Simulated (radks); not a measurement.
Neutral lithium inside a hard spherical wall (all orbitals vanish at R), configuration held at [He] 2s1 and not refilled when levels cross. Calculated with a radial shooting solver on a logarithmic mesh with Libxc functionals: scalar-relativistic Kohn-Sham, PBE, spin-polarised, spherical densities, finite nucleus; open shells are filled with parallel spins first; Fermi nuclear charge, rms radius 2.444 fm. Eigenvalues in eV for spin up, with the zero of energy where the potential of the charges vanishes at infinity; a dash marks a level that is unbound or too diffuse for the functional's potential to be trusted. A positive occupied level is held by the wall or, in an anion where self-interaction has pushed it up, behind a barrier. The pressure on the wall is -dE/dV.

\begin{tabular}{lrrrrrrr}
R (bohr) & E (hartree) & kinetic (hartree) & e(1s) & e(2s) & e(2p, empty) & e(3s, empty) & pressure (GPa) \\ \hline
free & -7.46301 & 7.418 & -51.741 & -3.228 & -1.348 & - & 0 \\
12 & -7.46279 & 7.420 & -51.705 & -3.207 & -1.288 & 1.006 & 0.00313 \\
10 & -7.46175 & 7.428 & -51.589 & -3.134 & -1.146 & 2.237 & 0.0256 \\
3.5 & -7.10724 & 8.337 & -45.228 & 8.508 & 10.209 & 56.414 & 70.0 \\
3 & -6.85378 & 8.864 & -43.056 & 16.104 & 16.006 & 83.064 & 179 \\
2.5 & -6.35358 & 9.843 & -39.751 & 30.693 & 26.099 & 129.44 & 532 \\
1.5 & -2.30115 & 16.928 & -19.767 & 138.61 & 90.373 & 422.52 & 10200 \\
\end{tabular}
